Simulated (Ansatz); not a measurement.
Basis-set extrapolation for `C=CCSC(F)(F)F` (PBE0-D4/def2-TZVP geometry, frozen core, Ansatz 0.2.0). Multiplicity 1, RHF reference.

```
                      def2-TZVPP   def2-QZVPP
                 HF  -850.410973  -850.441741
    MP2 correlation    -1.566177    -1.696951
CCSD(T) correlation    -1.669967      not run
```

Energies in hartree. Use E(X) = E(∞) + A·exp(−7.88·√X) for Hartree–Fock and E(X) = E(∞) + B·X^(−2.97) for correlation, with X = 3 and 4, and add CCSD(T) minus MP2 of the smaller set to the MP2 limit.

Task: What is the CCSD(T) energy at the basis-set limit?

Result: HF limit: -850.441741 + (-0.030768) × 0.13774 = -850.44598. MP2 limit: -1.696951 + (-0.130774) × 0.74074 = -1.79382. Higher-order term: -1.669967 − (-1.566177) = -0.10379. Total: -852.34359 hartree, 689.6 kJ/mol below CCSD(T)/def2-TZVPP.
